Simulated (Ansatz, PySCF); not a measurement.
Gas-phase reaction (SMILES): NB(N)O [diaminoborinic acid] + F (HF) -> NB(N)F + O (H2O); hydrogen fluoride cleaves one B-O bond, a model of a ligand-exchange step.

Geometries: B3LYP-D3(BJ)/def2-TZVP minima from Ansatz (an electronic-structure program), one conformer each, not searched for the lowest. Valence correlation only, unless marked. No spin-orbit coupling. No relativistic terms. Basis-set limits of correlation are two-point, X^-3; Hartree-Fock from the larger set. Thermal terms are rigid-rotor harmonic-oscillator values from B3LYP-D3(BJ) frequencies (Ansatz or PySCF) at 298.15 K and 1 atm. 1 Eh = 627.5095 kcal/mol.

```
species  E, CCSD(T)/CBS(cc-pVTZ,cc-pVQZ) (Ansatz) (Eh)  E, wB97M-V/def2-TZVPD (Ansatz) (Eh)  H - E (Eh)  G - E (Eh)
-------  ---------------------------------------------  -----------------------------------  ----------  ----------
NB(N)O                                      -212.51342                           -212.74136     0.07821     0.04321
F (HF)                                      -100.39146                           -100.46200     0.01259    -0.00713
NB(N)F                                      -236.54350                           -236.78343     0.06612     0.03359
O (H2O)                                      -76.37426                            -76.43347     0.02495     0.00353
```

### Question
Work out ΔE and ΔH, ΔG, ΔS and the equilibrium constant at 298.15 K at the first level, then ΔH at the second.

### Answer

1. ΔE = [(-236.54350) + (-76.37426)] - [(-212.51342) + (-100.39146)] = -0.01288 Eh = -8.1 kcal/mol at CCSD(T)/CBS(cc-pVTZ,cc-pVQZ).
2. The terms H - E add up to 0.00027 Eh, so ΔH = (-0.01288 + (0.00027))×627.5095 = -7.9 kcal/mol.
3. The terms G - E add up to 0.00104 Eh, so ΔG = -7.4 kcal/mol, and ΔS = (0.00027 - (0.00104))×627509.5/298.15 = -1.6 cal/(mol K).
4. log10 K = -ΔG/(RT ln 10) = 5.4, with RT ln 10 = 1.3642 kcal/mol.
5. At wB97M-V/def2-TZVPD the same steps give ΔE = -8.5 and ΔH = -8.3 kcal/mol, a shift of -0.4 from the first level.
6. These values are not checked against measurement here, since the tables used lack a sound gas-phase enthalpy of formation for at least one species.
